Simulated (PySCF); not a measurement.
## Spinor energies of Hg (mercury, neutral)

Start: [Xe] 4f14 5d10 6s1 7s1; 6s1/2 filled at m_j = +1/2; 7s1/2 filled at m_j = +1/2. Calculated with PySCF 2.14 in x2c-TZVPall-2c with one added diffuse shell each of s, p, d type (12s12p11d2f, 117 functions): generalised Hartree-Fock with the X2C-1e Hamiltonian and a Gaussian nucleus; spin-orbit coupling (SO) screened by Boettger's factors. This is a chosen level, not necessarily the ground level.

| spinor shell | electrons | ε, screened SO (eV) | weight of nominal j (screened SO) | rms radius, screened SO (bohr) |
| --- | --- | --- | --- | --- |
| 1s1/2 | 2 | -83543.2 | 1.000 | 0.0187 |
| 2s1/2 | 2 | -14960.9 | 1.000 | 0.0755 |
| 2p1/2 | 2 | -14330.2 | 1.000 | 0.0639 |
| 2p3/2 | 4 | -12377.1 | 1.000 | 0.0720 |
| 3s1/2 | 2 | -3623.3 | 1.000 | 0.193 |
| 3p1/2 | 2 | -3340.4 | 1.000 | 0.184 |
| 3d3/2 | 4 | -2438.4 | 1.000 | 0.176 |
| 3d5/2 | 6 | -2344.8 | 1.000 | 0.180 |
| 4s1/2 | 2 | -838.08 | 1.000 | 0.424 |
| 4p1/2 | 2 | -715.65 | 1.000 | 0.429 |
| 4p3/2 | 4 | -608.24 | 1.000 | 0.463 |
| 4d3/2 | 4 | -407.92 | 1.000 | 0.475 |
| 4d5/2 | 6 | -387.30 | 1.000 | 0.486 |
| 5s1/2 | 2 | -143.82 | 1.000 | 0.971 |
| 4f5/2 | 6 | -126.77 | 1.000 | 0.526 |
| 4f7/2 | 8 | -122.61 | 1.000 | 0.528 |
| 5p1/2 | 2 | -101.45 | 1.000 | 1.05 |
| 5p3/2 | 4 | -82.511 | 1.000 | 1.15 |
| 5d3/2 | 4 | -22.969 | 0.995 | 1.53 |
| 5d5/2 | 6 | -20.789 | 0.997 | 1.60 |
| 6s1/2 | 1 | -13.761 | 1.000 | 2.81 |
| 7s1/2 | 1 | -2.518 | 1.000 | 8.50 |

Task: Where does 3p3/2 lie, and what is the 3p spin-orbit splitting (screened SO)?

Result: At -2901.4 eV, 438.95 eV above 3p1/2.

```tsv
quantity	screened SO
E (hartree)	-19639.45166
M_J	1
⟨J²⟩	2.002
⟨L²⟩	0.185
⟨S²⟩	2.189
```

Each row is a mean over spinors that exchange with the open shell spreads, by up to 0.355 eV (5d5/2).

Breit and QED terms are absent; they matter most for the inner s and p1/2 levels.

Densities and radii are taken from the X2C orbitals without a picture-change correction, which distorts them close to the nucleus.
